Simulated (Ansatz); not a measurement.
Species: C₆H₁₆Sn, SMILES `C[CH2][SnH]([CH2]C)[CH2]C` (charge 0, multiplicity 1).

Task: Give a relaxed geometry from B3LYP-D3(BJ)/def2-SVP (Ansatz, an electronic-structure program).

Result: One answer among several that fit: the end point of this relaxation, one of several conformers (outside a Z-matrix the atoms follow the SMILES, hydrogens last).
Cartesian coordinates (Å) in one orientation:
```xyz
23

C     -0.118     3.122     0.399
C     -0.847     1.861     0.869
Sn    -0.676     0.190    -0.530
C     -1.434    -1.656     0.362
C     -1.122    -2.903    -0.468
C      1.443    -0.098    -0.986
C      2.267    -0.421     0.263
H     -0.518     3.492    -0.560
H      0.959     2.939     0.252
H     -0.210     3.946     1.128
H     -1.920     2.058     1.029
H     -0.445     1.510     1.834
H     -1.550     0.546    -1.985
H     -2.520    -1.538     0.509
H     -0.988    -1.730     1.367
H     -0.036    -3.038    -0.607
H     -1.572    -2.848    -1.473
H     -1.504    -3.822     0.009
H      1.809     0.817    -1.477
H      1.519    -0.907    -1.731
H      1.918    -1.343     0.756
H      3.336    -0.565     0.027
H      2.208     0.387     1.011
```
